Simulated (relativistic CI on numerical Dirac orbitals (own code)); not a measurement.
# Electric-dipole transitions in Sc5+

Computed by Dirac-Coulomb-Breit CI, orbitals from a KLI potential per configuration, model QED (radiative potential, 1s self-energy scaled to tabulated hydrogen-like ionisation energies), valence Slater integrals scaled by 0.85, P86 correlation energy added to each configuration (own radial code, finite nucleus).

Configurations in the expansion (outside the closed core [Ne]): 3s2.3p4, 3s.3p5, 3s2.3p3.3d, 3p6, 3s.3p4.3d, 3s2.3p3.4s, 3s2.3p3.4p, 3p5.3d, 3s.3p3.3d2, 3s2.3p3.4d, 3s2.3p3.4f, 3s2.3p3.5s, 3s.3p4.4s, 3s2.3p3.5p, 3s2.3p2.3d2, 3s2.3p.3d3, 3s.3p2.3d3, 3s2.3p.3d2.4s, 3s2.3p.3d2.4p, 3s2.3p.3d2.4d. Double excitations out of closed p, d and f shells are left out; levels of such configurations are missing from the list, as are those of other unlisted configurations, and high levels can miss mixing partners. These lack a partner that the ground configuration has and come out too high: 3s2.3p3.4f, 3s2.3p3.5s, 3s.3p4.4s, 3s2.3p3.5p.

| λ vac (nm) | Lower | Upper | A (s⁻¹) | gf | Branching (%) |
| --- | --- | --- | --- | --- | --- |
| 27.939 | 3s.3p5 3P°_2 [6] | 3s.3p4.3d 3D_3 [119] | 7.64e+10 | 6.26e+00 | 97.1 |
| 27.994 | 3s.3p5 3P°_1 [7] | 3s.3p4.3d 3D_2 [121] | 6.09e+10 | 3.58e+00 | 82.5 |
| 28.251 | 3s2.3p4 3P_2 [1] | 3s2.3p3.3d 3D°_2 [43] | 1.91e+10 | 1.14e+00 | 22.8 |
| 28.277 | 3s2.3p4 1D_2 [4] | 3s2.3p3.3d 1F°_3 [46] | 9.38e+10 | 7.87e+00 | 99.9 |
| 28.402 | 3s2.3p4 3P_1 [2] | 3s2.3p3.3d 3D°_1 [44] | 3.44e+10 | 1.25e+00 | 40.8 |
| 28.408 | 3s.3p5 3P°_2 [6] | 3s.3p4.3d 3P_2 [115] | 4.18e+10 | 2.53e+00 | 84.8 |
| 28.429 | 3s2.3p4 3P_2 [1] | 3s2.3p3.3d 3D°_3 [42] | 8.47e+10 | 7.18e+00 | 100.0 |
| 28.488 | 3s2.3p4 3P_0 [3] | 3s2.3p3.3d 3D°_1 [44] | 4.79e+10 | 1.75e+00 | 56.8 |
| 28.520 | 3s2.3p4 3P_1 [2] | 3s2.3p3.3d 3D°_2 [43] | 6.46e+10 | 3.94e+00 | 76.8 |
| 28.879 | 3s2.3p3.3d 5D°_3 [13] | 3s2.3p2.3d2 5D_3 [179] | 3.51e+10 | 3.07e+00 | 42.7 |
| 28.939 | 3s2.3p3.3d 5D°_4 [14] | 3s2.3p2.3d2 5D_4 [178] | 6.89e+10 | 7.79e+00 | 84.1 |
| 29.031 | 3s2.3p4 1S_0 [5] | 3s2.3p3.3d 1P°_1 [47] | 7.52e+10 | 2.85e+00 | 98.9 |
| 29.095 | 3s2.3p4 1D_2 [4] | 3s2.3p3.3d 1D°_2 [45] | 6.46e+10 | 4.10e+00 | 98.6 |
| 29.171 | 3s2.3p3.3d 5D°_4 [14] | 3s2.3p2.3d2 5P_3 [173] | 3.06e+10 | 2.74e+00 | 50.3 |
| 29.622 | 3s.3p5 3P°_2 [6] | 3s.3p4.3d 3S_1 [100] | 4.73e+10 | 1.87e+00 | 64.9 |
| 29.623 | 3s2.3p4 3P_2 [1] | 3s2.3p3.3d 3P°_2 [38] | 5.65e+10 | 3.72e+00 | 78.5 |
| 29.635 | 3s2.3p4 3P_2 [1] | 3s2.3p3.3d 3S°_1 [37] | 5.38e+10 | 2.12e+00 | 90.7 |
| 31.384 | 3s2.3p3.3d 3G°_5 [24] | 3s2.3p2.3d2 3H_6 [197] | 2.29e+10 | 4.40e+00 | 100.0 |
| 31.960 | 3s2.3p3.3d 3G°_5 [24] | 3s2.3p2.3d2 3F_4 [186] | 3.51e+10 | 4.84e+00 | 73.6 |
| 32.505 | 3s2.3p3.3d 5D°_4 [14] | 3s2.3p2.3d2 5F_5 [143] | 1.62e+10 | 2.83e+00 | 99.7 |

Terms are leading LS components. Brackets give the number of a level in order of energy, since labels repeat. The list gives strong lines, with weight on those to low levels, without lines whose two gauges differ by over a factor of 2.5, among the lowest 200 of 2043 levels, so that lines to higher ones, which can be the strongest, are missing. Levels whose partners in the same complex of configurations lie outside the list can be far off, and so can their lines. Rates are taken at the computed energies, electric ones in the length gauge.

At this charge configurations can still be misplaced by up to about 7 % of their energy. 22 of the 28 excited levels that our extract of the measured tables holds in this range could be paired (the sources list more); they are missed by 8928 cm⁻¹ on average and 18320 at most, and levels without a partner can miss by more.

LS names give the leading component of a level, which can be under half, so a name can repeat, a term be missing and a line seem to break the LS rules.
